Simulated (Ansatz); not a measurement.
Coupled-cluster diagnostics for the cluster Pb3O4⁺ (the lowest doublet isomer of a short search), Ansatz.

Geometry of the doublet (PBE0-D4/def2-SVP):

Cartesian coordinates in Å:
```
Pb 1.551 2.082 -0.135
Pb 0.782 -1.072 -1.158
Pb -2.291 0.782 0.270
O 2.332 0.211 -0.482
O -0.376 0.908 -0.575
O -1.586 -1.233 1.166
O -0.413 -1.678 0.915
```

In the def2 sets Pb takes a core potential; there is no spin–orbit coupling. Correlated methods freeze 16 core orbitals; core or outer-core shells of Pb are correlated, in sets that lack core-valence functions. The structure holds one bond between oxygen atoms, so isomers without such links may lie far lower. In the quartet geometry the species has come apart into loosely held pieces. The structure comes from a short search, and lower isomers may exist.

Geometry of the charge 1 quartet (PBE0-D4/def2-SVP):

```xyz
7

Pb   -2.1184    0.4574    1.0810
Pb   -0.5683    0.1637   -1.8851
Pb    0.7271   -2.4347    0.9431
O    -1.9684    1.3065   -0.8260
O    -0.5558   -0.8531    0.1299
O     2.3773    0.3609    0.7600
O     2.1065    0.9993   -0.2030
```

(1) Estimate the CCSD(T) correlation energy, the shares of MP2 and (T), T1 and the reference's ⟨S²⟩ for: charge 1, doublet, own geometry in def2-SVP; charge 1, quartet, own geometry in def2-SVP; and the rough time on 4 threads of Intel Xeon on a shared host.

## Answers

(1) 
```json
{"state": "charge 1, doublet, own geometry", "basis": "def2-SVP", "correlation (eV)": "-28.641", "MP2 share (%)": "94.7", "(T) share (%)": "3.8", "T1": "0.025", "⟨S²⟩ (pure)": "0.77 (0.75)", "wall time": "4.6 min"}
{"state": "charge 1, quartet, own geometry", "basis": "def2-SVP", "correlation (eV)": "-27.848", "MP2 share (%)": "95.0", "(T) share (%)": "3.6", "T1": "0.019", "⟨S²⟩ (pure)": "3.79 (3.75)", "wall time": "5.5 min"}
```
Customary marks for T1 are 0.02 (closed shells), 0.045 (open shells) and about 0.05 (3d metals). T1 exceeds 0.02 in 1 of 2 rows and 0.045 in 0; the higher it lies, the less the single-reference result can be trusted.
